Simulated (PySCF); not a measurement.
Sb(Cl)(TeH)2 (ClH₂SbTe₂), SMILES [TeH][Sb]([Cl])[TeH]. Atoms are numbered in the order given.

```xyz
6

Sb     0.6872     0.9078     0.0000
Cl    -1.0821     2.5718     0.0000
Te    -0.1698    -0.8686    -1.9884
H      0.5035     0.1556    -3.1423
Te    -0.1698    -0.8686     1.9884
H      0.5035     0.1556     3.1423
```

Geometry optimised at PBE-D3(BJ)/def2-SVP. A frequency run showed that this geometry is not a minimum. The def2 effective core potentials stand for the cores of Sb, Te; spin–orbit coupling is left out.

Method: PBE-D3(BJ)/def2-SVP in PySCF.

Frequencies are harmonic and unscaled.

```
mode  ν (cm⁻¹)  IR (km/mol)  moving atoms (share of kinetic energy)
----  --------  -----------  --------------------------------------
1         121i          0.0                                  H 97 %
2           50          0.1                        Te 81 %, Sb 13 %
3           71          0.9                        Cl 70 %, Te 25 %
4           88          1.1               Cl 55 %, Sb 24 %, Te 20 %
5          178          5.2                H 65 %, Sb 19 %, Te 17 %
6          179          9.6                        Sb 54 %, Te 46 %
7          188          3.9                H 36 %, Sb 35 %, Te 28 %
8          326         54.9                        Cl 77 %, Sb 23 %
9          485          4.1                                  H 99 %
10         563          1.4                                  H 98 %
11        2051         32.5                                  H 99 %
12        2051         23.0                                  H 99 %
```
